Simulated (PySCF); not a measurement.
Compound: C₄H₇ClFSi₂ (doublet state).
Geometry (GFN2-xTB, Å), atoms numbered from 1 in this order:
```xyz
15
C4H7ClFSi2 angstrom
C      2.5178   -2.0760    1.6230
C      1.6668   -1.4194    0.8245
C      0.8668   -0.8763    0.0531
Si    -0.2543    0.2385   -0.8579
F      0.1683    0.1465   -2.4289
Si    -0.3196    2.4627   -0.2075
C     -1.9984   -0.5664   -0.8573
Cl    -2.7854   -0.3209    0.7271
H      2.2125   -2.4008    2.6019
H      3.5226   -2.2917    1.3059
H     -0.7293    2.5647    1.1926
H     -1.2584    3.2430   -1.0222
H      1.0084    3.0658   -0.3482
H     -1.9670   -1.6408   -1.0258
H     -2.6552   -0.1210   -1.6022
```

The hyperfine couplings belong to this conformer and change with its torsions.

Identity: `[CH2]C#C[Si@](F)([SiH3])CCl` [radical].

Method used: UKS B3LYP, pcH-1 on C Cl F H Si, non-relativistic, mean-field spin-orbit, GIAO in PySCF. The structure is a single GFN2-xTB conformer in the gas phase; no vibrational or solvent corrections. Couplings are sensitive to structure, and on GFN2-xTB geometries they can be far from those on DFT ones. Stability of the SCF solution: not tested.

Computed for the main isotopes (class means, splittings of 0.05 mT or more): g = 2.0028; H10 1H -50.1 MHz (1.79 mT); H9 1H -50.0 MHz (1.78 mT); F5 19F +9.6 MHz (0.34 mT); H11/H12/H13 1H +3.1 MHz (0.11 mT); H15 1H +1.9 MHz (0.07 mT); 64 first-order lines, 4.32 mT wide. Two of these splittings differ by less than 0.03 mT, so with lines wider than that fewer lines would be seen.

(1) What changes when 1H at H9 is replaced by 2H?

(2) Where do the 13C satellites of C3 appear, and how strong are they?

(3) Give position and intensity of the satellites from 13C at C1.

(4) Give position and intensity of the satellites from 13C at C2.

Results:

(1) The spin density stays the same (vibrational effects aside), so a scales with the nuclear g factor: 0.85744/5.58569 = 0.1535, so a goes from -50.0 to -7.7 MHz (0.274 mT). The spin goes from 1/2 to 1, so the 1:1 doublet becomes a 1:1:1 triplet. The spectrum then has 96 first-order lines over 3.08 mT.

(2) a = +59.7 MHz, or 2.13 mT in magnitude, and I = 1/2, so to first order each main line has two satellites, at ±1.07 mT. The isotope's abundance is about 1.07 %, shared among 2 lines, so each has 0.54 % of the main line's intensity.

(3) a = +58.8 MHz, or 2.10 mT in magnitude, and I = 1/2, so to first order each main line has two satellites, at ±1.05 mT. The isotope's abundance is about 1.07 %, shared among 2 lines, so each has 0.54 % of the main line's intensity.

(4) a = -58.2 MHz, or 2.08 mT in magnitude, and I = 1/2, so to first order each main line has two satellites, at ±1.04 mT. The isotope's abundance is about 1.07 %, shared among 2 lines, so each has 0.54 % of the main line's intensity.

Class means assume fast exchange of nuclei equivalent by connectivity; if that motion is slow, each nucleus keeps its own coupling. H9 and H10 aren't averaged: C1 is flat or nearly so (angle sum 360°), and its turn about the short C1–C2 bond (1.34 Å) is taken as slow. The three 1H nuclei of mean +3.1 MHz run from -1.3 to 11.9 MHz in the frozen geometry.

Hardware: one thread, AMD EPYC 9R45 (x86_64), no GPU, shared host. Cost: 68 s of wall time (grids of density and orbitals included), 1.2 GiB resident at most.
